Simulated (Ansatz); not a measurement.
Molecule: C$_{6}$H$_{10}$Si (charge 0, singlet). SMILES: C=C[SiH](C=C)C=C
Structure (B3LYP-D3(BJ)/def2-TZVP (Ansatz, a first-principles code) minimum search):
```
Si
H 1 1.4869
C 1 1.8649 2 107.37
C 3 1.3317 1 123.81 2 4.24
H 4 1.0851 3 121.65 1 0.60
H 4 1.0854 5 115.92 3 179.95
H 3 1.0884 4 117.93 5 179.69
C 1 1.8659 2 110.10 5 117.11
C 8 1.3315 1 124.16 2 -113.48
H 9 1.0848 8 121.73 1 -0.10
H 9 1.0853 10 115.95 8 -179.59
H 8 1.0885 9 117.74 10 -179.63
C 1 1.8675 2 108.74 5 -122.98
C 13 1.3318 1 124.32 2 -132.48
H 14 1.0849 13 121.76 1 0.85
H 14 1.0853 15 115.90 13 179.84
H 13 1.0885 14 117.80 15 179.72
```

Property: atomisation energy (electronic, to ground-state atoms), in kcal/mol. Valence correlation only, unless marked. Open shells are spin-unrestricted. No spin-orbit coupling. Non-relativistic. The coupled-cluster limit lacks core correlation, which all-electron functionals hold. CBS marks a two-point X^-3 extrapolation of the correlation energy; Hartree-Fock from the larger set.

```tsv
level	program	atomisation energy (kcal/mol)	minus last row
HF/6-31G*	Ansatz	1247.8	-423.5
HF/cc-pV(Q+d)Z	Ansatz	1260.2	-411.1
r2SCAN0/def2-TZVPD	Ansatz	1652.7	-18.6
HSE06-D3(BJ)/def2-TZVPD	Ansatz + dftd3	1683.6	12.3
PBE-QIDH/def2-TZVPD	Ansatz	1663.0	-8.3
SCS-MP2/cc-pV(Q+d)Z	Ansatz	1674.0	2.7
CCSD/cc-pV(T+d)Z	Ansatz	1607.0	-64.3
CCSD(T)/6-31G	Ansatz	1448.5	-222.8
CCSD(T)/cc-pV(Q+d)Z	Ansatz	1655.8	-15.5
CCSD(T)/CBS(cc-pV(T+d)Z,cc-pV(Q+d)Z)	Ansatz	1671.3	0.0
```
